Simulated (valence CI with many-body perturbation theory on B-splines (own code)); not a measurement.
**Questions on Hf XXXIV**

Calculated by configuration interaction combined with many-body perturbation theory (CI+MBPT): three valence electrons over a frozen Dirac-Fock core [Kr], a basis of 7 s, 7 p, 8 d, 6 f, 4 g, 1 h functions for each j, with the one-electron correlation potential Σ1, the two-electron term Σ2, the three-electron term Σ3, Breit, model QED; selected CI, second order for the rest, scaled by the run's own slope (own B-spline code, finite nucleus).

No measured spectrum was set against this ion. As an estimate, large intervals hold to a few tenths of a per cent, small ones and those within an open d or f shell to about a per cent. The list stops below the first excitations out of the core.

Levels are named by their leading jj configuration (3d3/2^4 stands for four electrons in 3d with j = 3/2), which in mixed levels can hold well under half, so a name can repeat and another be missing.

Rates and lifetimes use the calculated energies. Strong lines usually hold to 10 to 20 %, long lifetimes can be off by a factor of two.

(1) What is the ground level?

(2) Name the longest-lived excited levels whose lifetime is computed, and their main decay.

(3) How well does LS coupling describe the low levels?

(4) What is the ionisation energy?

Results:

(1) (4d3/2^3) J=3/2, composition 52 % 4d³ ⁴F + 35 % 4d³ ²D + 9 % 4d³ ²P, g = 0.675.

(2) (4d3/2^2 4d5/2) J=9/2 at 134140 cm⁻¹ lives 2.91 s, mostly by M1 to (4d3/2^2 4d5/2) J=7/2.

(3) Among the lowest 19 levels the leading LS term, summed over configurations, holds 58 % on average. For single configurations the figures are 58 % in LS and 94 % in jj coupling. Terms mix most in the J = 3/2 level at 120950 cm⁻¹, where the leading one holds 40 %.

(4) 1363.6 eV; NIST lists 1362 ± 5 eV (theoretical).
